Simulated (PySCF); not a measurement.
A GIAO shielding run with PySCF (density fitting, non-relativistic, gas phase) on SMILES CS[C@@H]1CCO[Si@@H]1O[SiH3], C4H12O2SSi2:

```
$ OMP_NUM_THREADS=1 python probes_run.py task.json out

{"job": {"kind": "nmr", "xc": "PBE0", "basis": "pcSseg-1"}, "charge": 0, "multiplicity": 1}
C     -1.458343    -1.966621     1.257378
S     -1.393292    -1.379479    -0.455573
C     -1.107605     0.397946    -0.141097
C     -0.915330     1.142690    -1.460660
C     -0.110912     2.403310    -1.140364
O      0.883718     2.090746    -0.190792
Si     0.501084     0.852245     0.795029
O      1.627779    -0.292426     0.819804
Si     2.490706    -1.491684     0.124951
H     -1.674425    -3.029245     1.217734
H     -0.499324    -1.790720     1.736063
H     -2.250998    -1.445711     1.787751
H     -1.998940     0.765620     0.373810
H     -1.857567     1.390500    -1.949053
H     -0.332480     0.510783    -2.134246
H     -0.764078     3.174373    -0.715970
H      0.386176     2.808821    -2.024561
H      0.326416     1.272891     2.173887
H      2.241105    -1.535279    -1.313448
H      3.873590    -1.155236     0.447420
H      2.023800    -2.706580     0.791464
```

Hardware: 1 thread of an Arm Neoverse N1, shared host. The job also computes population analyses, field gradients, ring-centre shieldings.

**Question.** How large is the calculation?

**Answer.** 96 electrons, 234 basis functions and 1285 auxiliary functions.

**Question.** How long does it take, and how much memory does it need?

**Answer.** 99 s of wall time, with 13 SCF cycles and 5 response iterations; peak memory 1.1 GiB. Times on a shared host scatter by some tens of per cent.
